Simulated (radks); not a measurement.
Values are calculated unless marked as measured or tabulated.
Ni XII, configuration [Ne] 3s2 3p5. Level of theory: scalar-relativistic Kohn-Sham, PBE, spin-polarised, spherical densities, point nucleus; open shells are filled with parallel spins first (a radial shooting solver on a logarithmic mesh with Libxc functionals). Some entries of the table are withheld. Estimate them.

orbital  occ.  eigenvalue (hartree)  r(max) (bohr)  <1/r> (bohr^-1)
1s up       1             -313.3010        0.03540            28.09
1s down     1             -313.2737        0.03540            28.09
2s up       1             -47.66597         0.2043            6.093
2s down     1             -47.64560         0.2043            6.093
2p up       3             -42.65325         0.1647            5.974
2p down     3             -42.62265         0.1648            5.973
3s up       1             -13.98947            (1)            2.175
3s down     1             -13.89251            (2)            2.171
3p up       3             -12.45674         0.5963            2.082
3p down     2             -12.36111         0.5966            2.079

Answer. 
(1) 3s up r(max) (bohr): 0.6031
(2) 3s down r(max) (bohr): 0.6034
